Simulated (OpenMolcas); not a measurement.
CoC at 1.687 Å: OpenMolcas input and output

Input (each module block was a call of its own in one work directory; start orbitals came from a preliminary run):

```
&GATEWAY
Coord
2
angstrom
Co 0.0 0.0 0.0
C 0.0 0.0 1.6870
Basis=ANO-RCC-VTZP
Group=XY
RX2C
AMFI
ANGMom
0.0 0.0 0.0
RICD
&SEWARD
&GUESSORB
&RASSCF
FileOrb=$CurrDir/o21.orb
Symmetry=1
Spin=2
nActEl=11 0 0
Inactive=7 4
RAS2=5 4
CIRoot=3 3 1
Linear
Iterations=120 100
OrbListing=Nothing
PRWF=0.15
>>COPY $Project.RasOrb $CurrDir/o21.orb
>>COPY $Project.rasscf.h5 $CurrDir/r21.h5
&CASPT2
XMultistate=all
Imaginary=0.2
IPEA=0.25
MaxIter=40
>>COPY $Project.JobMix JOB001
&RASSCF
FileOrb=$CurrDir/o22.orb
Symmetry=2
Spin=2
nActEl=11 0 0
Inactive=7 4
RAS2=5 4
CIRoot=6 6 1
Linear
Iterations=120 100
OrbListing=Nothing
PRWF=0.15
>>COPY $Project.RasOrb $CurrDir/o22.orb
>>COPY $Project.rasscf.h5 $CurrDir/r22.h5
&CASPT2
XMultistate=all
Imaginary=0.2
IPEA=0.25
MaxIter=40
>>COPY $Project.JobMix JOB002
```

```bash
pymolcas m.inp
```

RASSCF and CASPT2 output of these blocks, in excerpt:

```
++    Wave function specifications:
      Number of closed shell electrons          22
      Number of electrons in active shells      11
      Number of inactive orbitals               11
      Number of active orbitals                  9
      Number of secondary orbitals              69
      Spin quantum number                      0.5
      State symmetry                             1
++    Orbital specifications:
      Symmetry species                           1   2
                                                 a   b
      Frozen orbitals                            0   0
      Inactive orbitals                          7   4
      Active orbitals                            5   4
      RAS2 orbitals                              5   4
      Secondary orbitals                        35  34
      Number of basis functions                 47  42
      printout of CI-coefficients larger than  0.15 for root  1
      energy=   -1429.658933
      conf/sym  11111 2222     Coeff  Weight
          1341  02u22 2200  -0.81470 0.66373
          1343  02u22 d2u0   0.15744 0.02479
          1349  02u22 0220   0.20403 0.04163
          1350  02u22 2d0u  -0.15744 0.02479
          1367  02u22 2002   0.20403 0.04163
      printout of CI-coefficients larger than  0.15 for root  2
      energy=   -1429.658933
      conf/sym  11111 2222     Coeff  Weight
          1446  0u222 2200   0.81470 0.66373
          1448  0u222 d2u0  -0.15744 0.02479
          1454  0u222 0220  -0.20470 0.04190
          1455  0u222 2d0u   0.15744 0.02479
          1472  0u222 2002  -0.20470 0.04190
      printout of CI-coefficients larger than  0.15 for root  3
      energy=   -1429.636107
      conf/sym  11111 2222     Coeff  Weight
           186  u2220 2200   0.19064 0.03634
           536  0222u 2200  -0.78070 0.60949
           544  0222u 0220   0.19468 0.03790
           562  0222u 2002   0.19468 0.03790
      Natural orbitals and occupation numbers for root  1
      sym 1:   0.177370   1.993821   1.005740   1.876157   1.941669
      sym 2:   1.738660   1.738660   0.263962   0.263962
      Natural orbitals and occupation numbers for root  2
      sym 1:   0.177371   1.005740   1.993821   1.876157   1.941667
      sym 2:   1.738659   1.738660   0.263962   0.263962
      Natural orbitals and occupation numbers for root  3
      sym 1:   0.187760   1.960453   1.960453   1.794341   1.028559
      sym 2:   1.745500   1.745500   0.288717   0.288717
      RASSCF energy for state  3                  -1429.63610677
::    RASSCF root number  1 Total energy:  -1429.65893254
::    RASSCF root number  2 Total energy:  -1429.65893253
::    RASSCF root number  3 Total energy:  -1429.63610677
      Von Neumann Entropy (Root   1) =  2.06355
++    Wave function specifications:
      Number of closed shell electrons           8
      Number of electrons in active shells      11
      Number of inactive orbitals                4
      Number of active orbitals                  9
      Number of secondary orbitals              69
      Spin quantum number                      0.5
      State symmetry                             1
      Number of CSFs                          3024
      Number of CASSCF root(s) available         3
      CASPT2 state passed to geometry opt.       3
      A file JOBMIX will be created
      This is a MULTI-STATE CASSCF reference
      Number of CI roots used                    3
      These are:                                 1   2   3
      Off-diagonal elements of Heff are computed
  FINAL CASPT2 RESULT:
      Reference energy:       -1429.6589325370
      E2 (Non-variational):      -0.6813547968
      Shift correction:          -0.0032329223
      E2 (Variational):          -0.6845877191
      Total energy:           -1430.3435202561
      Reference weight:           0.86006
  FINAL CASPT2 RESULT:
      Reference energy:       -1429.6589325270
      E2 (Non-variational):      -0.6813627930
      Shift correction:          -0.0032335731
      E2 (Variational):          -0.6845963660
      Total energy:           -1430.3435288931
      Reference weight:           0.86006
  FINAL CASPT2 RESULT:
      Reference energy:       -1429.6361067653
      E2 (Non-variational):      -0.6838947878
      Shift correction:          -0.0033419088
      E2 (Variational):          -0.6872366966
      Total energy:           -1430.3233434618
      Reference weight:           0.86565
       Total XMS-CASPT2 energies:
::    XMS-CASPT2 Root  1     Total energy:  -1430.34352906
::    XMS-CASPT2 Root  2     Total energy:  -1430.34352009
::    XMS-CASPT2 Root  3     Total energy:  -1430.32334346
++    Wave function specifications:
      Number of closed shell electrons          22
      Number of electrons in active shells      11
      Number of inactive orbitals               11
      Number of active orbitals                  9
      Number of secondary orbitals              69
      Spin quantum number                      0.5
      State symmetry                             2
      printout of CI-coefficients larger than  0.15 for root  1
      energy=   -1429.625245
      conf/sym  11111 2222     Coeff  Weight
          2073  02u2u 22d0   0.48633 0.23652
          2082  02u2u 2udd   0.24509 0.06007
          2151  0u22u 220d  -0.48633 0.23652
          2155  0u22u u2dd  -0.24509 0.06007
      printout of CI-coefficients larger than  0.15 for root  2
      energy=   -1429.625245
      conf/sym  11111 2222     Coeff  Weight
          2079  02u2u 220d  -0.48633 0.23652
          2083  02u2u u2dd  -0.24509 0.06007
          2145  0u22u 22d0  -0.48633 0.23652
          2154  0u22u 2udd  -0.24509 0.06007
      printout of CI-coefficients larger than  0.15 for root  3
      energy=   -1429.610525
      conf/sym  11111 2222     Coeff  Weight
          2073  02u2u 22d0   0.47882 0.22927
          2082  02u2u 2udd   0.21548 0.04643
          2151  0u22u 220d   0.47882 0.22927
          2155  0u22u u2dd   0.21548 0.04643
          2607  0uu22 220d  -0.18921 0.03580
      printout of CI-coefficients larger than  0.15 for root  4
      energy=   -1429.610525
      conf/sym  11111 2222     Coeff  Weight
          2079  02u2u 220d  -0.47882 0.22927
          2083  02u2u u2dd  -0.21548 0.04643
          2145  0u22u 22d0   0.47882 0.22927
          2154  0u22u 2udd   0.21548 0.04643
          2601  0uu22 22d0   0.18921 0.03580
      printout of CI-coefficients larger than  0.15 for root  5
      energy=   -1429.604596
      conf/sym  11111 2222     Coeff  Weight
          1065  02u2d 22u0  -0.49192 0.24198
          1069  02u2d 2udu  -0.16589 0.02752
          1128  0u22d 220u   0.49192 0.24198
          1130  0u22d u2du   0.16268 0.02646
      printout of CI-coefficients larger than  0.15 for root  6
      energy=   -1429.604596
      conf/sym  11111 2222     Coeff  Weight
          1068  02u2d 220u   0.49192 0.24198
          1070  02u2d u2du   0.16268 0.02646
          1125  0u22d 22u0   0.49192 0.24198
          1129  0u22d 2udu   0.16589 0.02752
      Natural orbitals and occupation numbers for root  1
      sym 1:   0.306645   1.499444   1.499445   1.680027   1.014573
      sym 2:   1.738918   1.738918   0.761014   0.761015
      Natural orbitals and occupation numbers for root  2
      sym 1:   0.306645   1.499444   1.499445   1.680027   1.014573
      sym 2:   1.738918   1.738918   0.761015   0.761014
      Natural orbitals and occupation numbers for root  3
      sym 1:   0.325849   1.442627   1.519587   1.695163   1.017788
      sym 2:   1.725961   1.770341   0.716313   0.786371
      Natural orbitals and occupation numbers for root  4
      sym 1:   0.325849   1.442627   1.519587   1.695163   1.017788
      sym 2:   1.770341   1.725961   0.786371   0.716313
      Natural orbitals and occupation numbers for root  5
      sym 1:   0.284401   1.498128   1.498131   1.692738   1.028863
      sym 2:   1.755769   1.755770   0.743099   0.743101
      Natural orbitals and occupation numbers for root  6
      sym 1:   0.284401   1.498128   1.498131   1.692738   1.028863
      sym 2:   1.755770   1.755769   0.743101   0.743099
      RASSCF energy for state  6                  -1429.60459633
::    RASSCF root number  1 Total energy:  -1429.62524465
::    RASSCF root number  2 Total energy:  -1429.62524465
::    RASSCF root number  3 Total energy:  -1429.61052477
::    RASSCF root number  4 Total energy:  -1429.61052477
::    RASSCF root number  5 Total energy:  -1429.60459633
::    RASSCF root number  6 Total energy:  -1429.60459633
      Von Neumann Entropy (Root   1) =  3.15768
++    Wave function specifications:
      Number of closed shell electrons           8
      Number of electrons in active shells      11
      Number of inactive orbitals                4
      Number of active orbitals                  9
      Number of secondary orbitals              69
      Spin quantum number                      0.5
      State symmetry                             2
      Number of CSFs                          3024
      Number of CASSCF root(s) available         6
      CASPT2 state passed to geometry opt.       6
      A file JOBMIX will be created
      This is a MULTI-STATE CASSCF reference
      Number of CI roots used                    6
      These are:                                 1   2   3   4   5   6
      Off-diagonal elements of Heff are computed
  FINAL CASPT2 RESULT:
      Reference energy:       -1429.6252446512
      E2 (Non-variational):      -0.6695193032
      Shift correction:          -0.0028897862
      E2 (Variational):          -0.6724090894
      Total energy:           -1430.2976537406
      Reference weight:           0.86838
  FINAL CASPT2 RESULT:
      Reference energy:       -1429.6252446512
      E2 (Non-variational):      -0.6695193031
      Shift correction:          -0.0028897862
      E2 (Variational):          -0.6724090893
      Total energy:           -1430.2976537405
      Reference weight:           0.86838
  FINAL CASPT2 RESULT:
      Reference energy:       -1429.6105247684
      E2 (Non-variational):      -0.6739683969
      Shift correction:          -0.0032970581
      E2 (Variational):          -0.6772654550
      Total energy:           -1430.2877902235
      Reference weight:           0.86501
  FINAL CASPT2 RESULT:
      Reference energy:       -1429.6105247684
      E2 (Non-variational):      -0.6739683976
      Shift correction:          -0.0032970582
      E2 (Variational):          -0.6772654557
      Total energy:           -1430.2877902241
      Reference weight:           0.86501
  FINAL CASPT2 RESULT:
      Reference energy:       -1429.6045963335
      E2 (Non-variational):      -0.6788473615
      Shift correction:          -0.0034823783
      E2 (Variational):          -0.6823297399
      Total energy:           -1430.2869260733
      Reference weight:           0.86404
  FINAL CASPT2 RESULT:
      Reference energy:       -1429.6045963335
      E2 (Non-variational):      -0.6788473615
      Shift correction:          -0.0034823783
      E2 (Variational):          -0.6823297399
      Total energy:           -1430.2869260733
      Reference weight:           0.86404
       Total XMS-CASPT2 energies:
::    XMS-CASPT2 Root  1     Total energy:  -1430.29892832
::    XMS-CASPT2 Root  2     Total energy:  -1430.29892832
::    XMS-CASPT2 Root  3     Total energy:  -1430.28778555
::    XMS-CASPT2 Root  4     Total energy:  -1430.28778555
::    XMS-CASPT2 Root  5     Total energy:  -1430.28565617
::    XMS-CASPT2 Root  6     Total energy:  -1430.28565617
```

Only roots inside an energy window near the equilibrium distance were included, so the list of states is not complete; labels number the states computed. Each spin and symmetry block has orbitals of its own, averaged over its own roots, so gaps between blocks are less sure than gaps within one and near the minimum can be off by tenths of an eV, in bad cases by more. No Rydberg orbitals are active, so Rydberg states, and σ→σ* states whose orbital the CASSCF left unused, can be missing between those listed. CASPT2 splits the two components of degenerate states numerically, here by up to 136 cm⁻¹. No roots were computed in block 6a (none fell in the window or the block failed), so states of that kind are missing and can lie low or lowest. For d and f metals this valence active space lacks a second d shell: the order of states is not reliable within half an eV or more, and the lowest computed state need not be the true ground state.
